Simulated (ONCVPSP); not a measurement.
**Potentials for V compared**

Generated with ld1.x 7.5 (TM, RRKJ, ultrasoft, PAW), atompaw 4.2 or ONCVPSP 4.0.1. The cutoff is in Ry: for ld1.x and atompaw files where the sum of valence levels is converged to 10 mRy in a Bessel basis, for ONCV files where the hardest occupied wave has 1 mHa per electron of residual kinetic energy. The error is the largest all-electron minus pseudo excitation energy over each file’s own four to seven test configurations (ionisations up to +4, promotions, holes and added fractions of an electron), all of which were solved. The labels leave out finer settings (local radius, basis sizes, second energies), which also bear on the numbers. Spin-polarised tests are not counted. The rows are a selection from randomly drawn settings: files with unsolved tests, undetermined cutoffs or missed reference levels are left out.

A true bound ghost makes a file unfit for plane-wave use even where its test errors are small: the radial tests pick states by their node count and pass the ghost by.

```csv
potential,cutoff (Ry),largest error (meV),bound ghosts
"ONCV, LDA (Perdew-Zunger), fully relativistic, rc 1.45/0.95/1.40 (spd), local smoothed, core correction yes, reference 3s2 3p6 3d4 4s1, qcut 9.4/9.2/9.6, projectors 2/2/2",84,+7.8,none
"ONCV, PBE, scalar-relativistic, rc 1.70/1.55/1.80 (spd), local smoothed, core correction no, reference 3s2 3p6 3d3 4s2, qcut 7.2/8/9.3, projectors 2/1/2",62,+43,none
"ONCV, LDA (Perdew-Wang 92), scalar-relativistic, rc 1.50/1.20/2.05/1.55 (spdf), local smoothed, core correction no, reference 3s2 3p6 3d3.5 4s1.5, qcut 6.6/12.2/7.2/6.5, projectors 3/3/3/1",68,+30,none
"ONCV, PBEsol, scalar-relativistic, rc 1.85/1.60/1.30/1.55 (spdf), local smoothed, core correction no, reference 3s2 3p6 3d3 4s2, qcut 6.3/9.2/13.3/7.1, projectors 2/2/3/2",123,-1.4,none
"ONCV, PBE, scalar-relativistic, rc 2.70/2.40/2.15 (spd), local smoothed, core correction no, reference 3d3 4s2, qcut 2.8/3.1/7.1, projectors 3/2/2",40,+460,none
"ONCV, LDA (Perdew-Wang 92), fully relativistic, rc 1.30/1.05/2.30 (spd), local smoothed, core correction no, reference 3s2 3p6 3d3 4s1, qcut 12/7.4/7.5, projectors 3/2/2",83,+178,none
```

Q: Fill in the row for V: ONCV, PBE, scalar-relativistic, rc 2.95/2.90/1.60 (spd), local smoothed, core correction no, reference 3d3 4s2, qcut 2/2.2/12, projectors 1/2/2.

A: cutoff 92 Ry, largest error -144 meV, bound ghosts: s.

Q: Fill in the row for V: ONCV, revPBE, scalar-relativistic, rc 1.50/1.15/2.10 (spd), local smoothed, core correction yes, reference 3s2 3p6 3d3 4s2, qcut 8.8/12.6/9, projectors 2/2/2.

A: cutoff 87 Ry, largest error +77 meV, bound ghosts: none.
